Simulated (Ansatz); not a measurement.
`F[SiH2]N[SiH](F)F` + H₂Se → `F[SiH](F)[SeH]` + `N[SiH2]F`  (ligand exchange at the Si–N bond)

Isolated molecules relaxed with PBE0-D4/def2-TZVP in Ansatz; ΔE leaves out vibrations. CCSD(T)/CBS adds triple-zeta CCSD(T) − MP2 to the extrapolated MP2 energy (def2 sets, frozen cores). DFT in def2-TZVPP. B3LYP here is the variant with VWN-RPA as its local correlation; programs differ in this. HSE06 is defined as in plane-wave codes. For Se outer-core shells are correlated without core-valence functions, which leaves a few kJ/mol of doubt a bond. Scalar relativity is left out up to krypton. Each species was taken in one conformer, which may not be the lowest.

`F[SiH2]N[SiH](F)F`:

```xyz
10

F     1.683    1.947    0.452
Si    1.338    0.406    0.693
N     0.276   -0.201   -0.510
Si   -1.415   -0.358   -0.441
F    -2.101    0.412   -1.645
F    -1.850   -1.871   -0.630
H     0.658    0.305    2.000
H     2.622   -0.323    0.628
H     0.711   -0.464   -1.386
H    -1.924    0.147    0.840
```

H₂Se:

Z-matrix (Å, degrees):
```
Se
H 1 1.467
H 1 1.467 2 91.2
```

`F[SiH](F)[SeH]`:

```xyz
6

F     1.405   -0.992    0.030
Si    0.416    0.219    0.288
F     0.779    1.300   -0.813
Se   -1.730   -0.427    0.126
H     0.662    0.779    1.627
H    -1.531   -0.880   -1.258
```

`N[SiH2]F`:

```xyz
7

N     0.007    1.040    0.130
Si    0.093   -0.631   -0.148
F    -1.062   -1.488    0.563
H    -0.652    1.627   -0.353
H     0.309    1.451    0.997
H     1.368   -1.130    0.411
H    -0.063   -0.869   -1.600
```

Question: Is it downhill or uphill in electronic energy at CCSD(T)/CBS, and by how much? (An estimate is asked.)

Answer: The calculation gave: Uphill: ΔE = +4.7 kcal/mol.

Question: What do these levels give: r2SCAN-D4, B3LYP-D4, PBE0, HSE06, CAM-B3LYP, HF/def2-SVP, MP2/def2-SVP, CCSD/def2-SVP, CCSD(T)/def2-SVP, SCS-MP2/def2-TZVPP, CCSD(T)/def2-TZVPP, CCSD/CBS(def2)? (An estimate is asked.)

Answer: The calculation gave: r2SCAN-D4 4.0, B3LYP-D4 4.9, PBE0 2.8, HSE06 2.8, CAM-B3LYP 5.4, HF/def2-SVP 7.9, MP2/def2-SVP 6.8, CCSD/def2-SVP 7.7, CCSD(T)/def2-SVP 7.5, SCS-MP2/def2-TZVPP 5.8, CCSD(T)/def2-TZVPP 6.0, CCSD/CBS(def2) 5.0 kcal/mol.

Question: What do rigid-rotor, harmonic-oscillator terms from PBE0-D4/def2-TZVP frequencies (298.15 K, 1 bar) make of the CCSD(T)/CBS value? (Best estimate.)

Answer: Computed: ΔZPE = +2.0 kcal/mol, ΔH = +6.4 kcal/mol, ΔS = 10 J/(mol·K), ΔG = +5.7 kcal/mol. Modes under 50 cm⁻¹ make the entropy rough.

Largest T1 diagnostic among the species: 0.012.

From PBE to PBE0 (25 % exact exchange), in def2-TZVPP and without D4, ΔE moves by +1.1 kcal/mol. At CCSD(T), def2-SVP lies +2.8 kcal/mol from the extrapolated value and def2-TZVPP +1.3 kcal/mol. In def2-TZVPP, CCSD(T) changes the Hartree–Fock value by −1.1 kcal/mol (the triples alone add −0.3 kcal/mol) and MP2 by −2.1 kcal/mol.
